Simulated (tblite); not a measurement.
Run record: tight-binding relaxation, `c1cc(O[CH][O-])oc(c1)=O` [radical].

Computed with GFN2-xTB geometry optimisation, gas phase (tblite 0.8.0). Start geometry: from a force field or distance geometry. The input is one job of a driver script: a line of settings, then coordinates in Å.

Command:
```bash
OMP_NUM_THREADS=1 python probes_run.py task.json out
```

Input:
```
{"job": {"kind": "relax", "xc": "GFN2-xTB", "basis": "xTB"}, "charge": -1, "multiplicity": 2}
O     -2.627200    -2.087000     0.135400
C     -1.776400    -1.214600     0.002000
C     -2.165300     0.183400    -0.160200
C     -1.254200     1.154400    -0.276700
C      0.137800     0.811100    -0.212400
C      0.527600    -0.467000    -0.105700
O      1.859800    -0.864700    -0.030700
C      2.894800    -0.195400    -0.684100
O      2.948300     0.669100    -1.587700
O     -0.442800    -1.498900     0.047100
H     -3.238200     0.387800    -0.204200
H     -1.527300     2.184300    -0.404000
H      0.863900     1.613300    -0.290600
H      3.798700    -0.676300    -0.319900
```

Output:
```
step      E/eV     max force
  0    -852.44885    2.999
  1    -852.68870    1.459
  2    -852.77136    0.856
  3    -852.82217    0.568
  4    -852.84928    0.734
  5    -852.88801    0.640
  6    -852.91906    0.372
  7    -852.93232    0.370
  8    -852.93751    0.255
  9    -852.94267    0.189
... (55 lines left out)
 65    -853.02407    0.012
 66    -853.02409    0.014
 67    -853.02412    0.014
 68    -853.02416    0.015
 69    -853.02419    0.013
 70    -853.02422    0.013
 71    -853.02424    0.013
 72    -853.02427    0.017
 73    -853.02430    0.017
 74    -853.02433    0.009
```

«max force» is the largest atomic force in eV/Å.

From which step on does the largest force stay under 0.1 eV/Å, and how much energy is left to gain from there?

From step 44 (0.062 eV/Å), 3.8 meV above the end.

In short: energy lowered by 13.3 kcal/mol over 74 steps; largest atomic force 0.009 eV/Å at the end.

Give the final coordinates.

0.313 Å rms from the input after alignment:
```
atom  x, y, z in Å
O1    -2.4783   -2.1455    0.3035
C2    -1.7647   -1.1733    0.0761
C3    -2.1675    0.1566   -0.0953
C4    -1.2455    1.1767   -0.3511
C5     0.1073    0.8770   -0.4427
C6     0.5019   -0.4297   -0.2735
O7     1.7592   -0.9404   -0.3229
C8     2.8785   -0.2485   -0.5499
O9     3.0260    0.9541   -0.7550
O10   -0.3826   -1.4487   -0.0185
H11   -3.2237    0.3631   -0.0190
H12   -1.5848    2.1947   -0.4802
H13    0.8548    1.6256   -0.6385
H14    3.7187   -0.9621   -0.5248
```

Time: 0.54 s of wall time. Hardware: one thread, Arm Neoverse V1 (aarch64), on a shared host.
Labels such as C1 count atoms from 1, the log's own numbers from 0.
